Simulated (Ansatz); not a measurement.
Consider the formal exchange of groups at the Si–B bond: `OB(F)[SiH3]` + `O[SiH2][SiH2]O` → `O[SiH2][SiH](O)[SiH3]` + `OBF`.

Program: Ansatz. Geometries: PBE0-D4/def2-TZVP. ΔE: electronic, gas phase. CCSD(T)/CBS is the MP2 limit (def2-TZVPP, def2-QZVPP) plus CCSD(T) − MP2 in def2-TZVPP, frozen cores. This one scheme is used for every species. Functionals use def2-TZVPP. One conformer a species, not always the lowest.

`OB(F)[SiH3]`:

```xyz
8

O     1.706    1.000   -0.088
B     1.015   -0.158   -0.033
F     1.749   -1.266   -0.032
Si   -1.016   -0.312    0.045
H     1.151    1.782   -0.087
H    -1.439   -1.014    1.286
H    -1.639    1.042    0.035
H    -1.527   -1.073   -1.126
```

`O[SiH2][SiH2]O`:

```xyz
10

O    -1.339   -0.531    0.978
Si   -0.899    0.691   -0.066
Si    1.298   -0.007   -0.547
O     1.448   -1.459    0.227
H    -2.223   -0.526    1.347
H    -1.001    2.022    0.600
H    -1.811    0.731   -1.245
H     2.312    0.961   -0.048
H     1.532   -0.184   -2.006
H     0.683   -1.698    0.760
```

`O[SiH2][SiH](O)[SiH3]`:

Cartesian coordinates in Å:
```
O 0.357 -1.680 -2.001
Si 0.812 -0.167 -1.476
Si 0.221 -0.349 0.794
O -0.818 -1.640 0.857
Si -0.836 1.567 1.622
H 0.425 -1.881 -2.936
H 2.260 0.083 -1.728
H 0.059 0.889 -2.215
H 1.447 -0.606 1.609
H -0.764 -2.221 0.092
H -1.262 1.397 3.037
H -2.027 1.905 0.797
H 0.126 2.703 1.549
```

`OBF`:

Z-matrix (Å, degrees):
```
B
O 1 1.344
F 1 1.332 2 120.3
H 1 1.192 2 120.1 3 -180.0
H 2 0.963 1 113.4 3 -0.0
```

Question: Is it downhill or uphill in electronic energy at CCSD(T)/CBS, and by how much? (Best estimate.)

Answer: Computed: Downhill: ΔE = -6.6 kcal/mol.

Question: What do these levels give: ωB97M-V, B2PLYP, PBE, r2SCAN, PBE0, HF/def2-TZVPP, MP2/def2-TZVPP, SCS-MP2/def2-TZVPP, CCSD(T)/def2-TZVPP, HF/def2-QZVPP, SCS-MP2/def2-QZVPP, HF/CBS(def2)? (Estimate.)

Answer: Ansatz gave: ωB97M-V -6.0, B2PLYP -6.1, PBE -6.4, r2SCAN -6.3, PBE0 -6.6, HF/def2-TZVPP -5.8, MP2/def2-TZVPP -6.7, SCS-MP2/def2-TZVPP -6.1, CCSD(T)/def2-TZVPP -6.3, HF/def2-QZVPP -5.8, SCS-MP2/def2-QZVPP -6.3, HF/CBS(def2) -5.7 kcal/mol.

Largest T1 diagnostic among the species: 0.014.

The D4 term adds −1.1 kcal/mol with B3LYP and −0.7 kcal/mol with PBE0; it sums over pairs of atoms, weighted by their polarisabilities, and B3LYP, whose exchange is more repulsive, gets the larger term.

B3LYP here is the variant with VWN-RPA as its local correlation; programs differ in this.
